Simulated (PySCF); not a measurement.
Simulated absorption spectrum

Species: C7H13 (charge +1).
Numbering: `[CH3:1][C+:2]1[CH2:3][CH2:4][CH2:5][C@H:6]1[CH3:7]` (hydrogens: H8, H9, H10 on C1; H11, H12 on C3; H13, H14 on C4; H15, H16 on C5; H17 on C6; H18, H19, H20 on C7)

Geometry (PBE0-D3(BJ)/def2-SVP, Å), atoms numbered from 1 in this order:
```xyz
20
C7H13 angstrom
C      1.399    0.158    0.032
C      0.114   -0.515   -0.075
C     -0.189   -1.838    0.465
C     -1.583   -2.205   -0.048
C     -2.239   -0.840   -0.241
C     -1.074    0.048   -0.705
C     -1.258    1.548   -0.801
H      1.626    0.746   -0.872
H      1.274    0.924    0.828
H      2.230   -0.503    0.306
H      0.629   -2.572    0.380
H     -0.240   -1.601    1.558
H     -2.126   -2.868    0.637
H     -1.490   -2.734   -1.011
H     -3.070   -0.842   -0.958
H     -2.628   -0.443    0.713
H     -0.791   -0.352   -1.729
H     -0.380    2.059   -1.221
H     -1.463    1.967    0.196
H     -2.118    1.779   -1.443
```

Method: TDDFT B3LYP/def2-SVPD, vertical, gas phase, core orbitals frozen in the response (PySCF).

Each state is given a Gaussian of 0.5 eV full width at half maximum, with ε(max) = 2.175×10⁸ f / Δν̃ (Δν̃ the width in cm⁻¹). The cross-section is σ = 3.8235×10⁻²¹ ε cm², given in Mb (10⁻¹⁸ cm²). The width is an assumption, not a result. The curve ends short of the highest state used, and states not computed would add to its high-energy end.

| E (eV) | σ (Mb) |
| --- | --- |
| 4.01 | 0.01 |
| 4.05 | 0.02 |
| 4.10 | 0.03 |
| 4.14 | 0.06 |
| 4.18 | 0.11 |
| 4.22 | 0.18 |
| 4.26 | 0.28 |
| 4.31 | 0.49 |
| 4.35 | 0.72 |
| 4.39 | 1.04 |
| 4.43 | 1.44 |
| 4.48 | 2.05 |
| 4.52 | 2.63 |
| 4.56 | 3.25 |
| 4.60 | 3.89 |
| 4.64 | 4.50 |
| 4.69 | 5.14 |
| 4.73 | 5.52 |
| 4.77 | 5.74 |
| 4.81 | 5.79 |
| 4.85 | 5.69 |
| 4.90 | 5.40 |
| 4.94 | 5.09 |
| 4.98 | 4.77 |
| 5.02 | 4.48 |
| 5.06 | 4.25 |
| 5.11 | 4.10 |
| 5.15 | 4.07 |
| 5.19 | 4.10 |
| 5.23 | 4.16 |
| 5.27 | 4.20 |
| 5.32 | 4.18 |
| 5.36 | 4.08 |
| 5.40 | 3.90 |
| 5.44 | 3.64 |
| 5.48 | 3.34 |

Q: Locate the maxima and give the states behind the curve.

A: 258 nm (4.80 eV), ε about 1500, made up of S1 (65%) and S2 (31%); 234 nm (5.29 eV), ε about 1100, made up of S4 (82%) (hardly more than a shoulder) (ε in L mol⁻¹ cm⁻¹; maxima over ε = 5, shares over 10%). The states used: S1 4.76 eV (f 0.018); S2 4.83 eV (f 0.0089); S3 5.17 eV (f 0.0022); S4 5.35 eV (f 0.017); S5 5.87 eV (f 0.0004); S6 6.08 eV (f 0.045).

Q: On this curve, what absorbance would a 10⁻⁴ mol/L sample give at 308 nm over a 1 cm path?

A: 308 nm is 4.025 eV, where ε is about 2.8 L mol⁻¹ cm⁻¹, so A = ε c l ≈ 0.00028 (Beer–Lambert, with the gas-phase spectrum and the assumed width).

Q: What would ε be at 4.80 eV, the highest of these maxima, with half the width (0.25 eV)?

A: About 2800 L mol⁻¹ cm⁻¹ against 1520, a factor of about 1.8; a lone state at its own centre would give exactly 2.

Q: Coming from long wavelengths, where does ε first pass 100 L mol⁻¹ cm⁻¹?

A: At about 289 nm (4.29 eV), 0.48 eV below S1.

One conformer stands for the species.
